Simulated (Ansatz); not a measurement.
Energy difference R1 → P1 + P2, each structure at its B3LYP-D3(BJ)/def2-TZVP stationary point, reached from a drawn start (curvature not checked).
R1, O3S (SMILES O=S(=O)=O) (charge 0, multiplicity 1):
```xyz
4

S      0.00000     0.00000     0.00000
O      1.42663     0.00000     0.00000
O     -0.71331     1.23550     0.00000
O     -0.71331    -1.23550     0.00000
```
P1: O atom, charge 0, multiplicity 3.
P2: SO2 (SMILES O=S=O), charge 0, multiplicity 1.

P less R. No zero-point or thermal terms; singlets are restricted closed shells; open shells are unrestricted; no spin–orbit coupling.

Cores are frozen in the correlated methods.

Programs: Ansatz (Gaussian basis) for Hartree–Fock, density functionals and correlated methods. All values are computed, each at the level named.

```
level                reaction energy (kcal/mol)
-------------------  --------------------------
HF/cc-pV(D+d)Z                            22.91
HF/cc-pV(Q+d)Z                            33.02
SVWN5/def2-TZVPP                         120.80
B97M-V/def2-TZVPP                         89.62
B2PLYP/def2-TZVPP                         83.42
MP2/cc-pV(T+d)Z                           90.60
SCS-MP2/cc-pV(Q+d)Z                         ___
CCSD/cc-pV(D+d)Z                            ___
CCSD(T)/cc-pV(D+d)Z                         ___
```

Some entries are withheld; supply them.


- SCS-MP2/cc-pV(Q+d)Z, reaction energy (kcal/mol): 89.01
- CCSD/cc-pV(D+d)Z, reaction energy (kcal/mol): 61.41
- CCSD(T)/cc-pV(D+d)Z, reaction energy (kcal/mol): 64.02

Ansatz is a quantum-chemistry and plane-wave program.
